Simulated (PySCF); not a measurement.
Spectrum to structure. Computed with TDDFT CAM-B3LYP/def2-SVPD, vertical, gas phase, core orbitals frozen in the response (PySCF). Geometries: PBE0-D3(BJ)/def2-SVP, one conformer each.

```tsv
state	E (eV)	f
S1	5.37	0.0024
S2	7.36	0.176
S3	7.40	0.055
S4	7.63	0.0012
S5	7.84	0.0029
S6	7.96	0.0020
```

Problem. Which structure fits? All have the formula C6H8N2.
A. `n1c(CC)cncc1`
B. `CNC1=CC=CC=N1`
C. `N#CC[C@H]1C=NCC1`

Solution. C. Its S1, at 5.37 eV, is the highest among the candidates; the nearest of the others has S1 at 4.67 eV. S1 is HOMO→LUMO (87%). Löwdin shares by element: HOMO nitrogen 60% or more, carbon 27% or more; LUMO carbon 34% or more, nitrogen 31% or more, hydrogen 6% or more (atoms not listed hold the other 29%). At the same level the other candidates give, for their lowest levels:
- `CCc1cnccn1`: 4.14 eV (f 0.005); 4.98 eV (f 0.000); 5.31 eV (f 0.133); 5.79 eV (f 0.000); 6.45 eV (f 0.139); T1 3.46 eV; HOMO -8.62, LUMO -0.39 eV
- `CNc1ccccn1`: 4.67 eV (f 0.083); 5.37 eV (f 0.004); 5.71 eV (f 0.254); 5.80 eV (f 0.013); 6.12 eV (f 0.000); T1 3.70 eV; HOMO -7.17, LUMO 0.57 eV
Triplets come from the Tamm–Dancoff approximation.
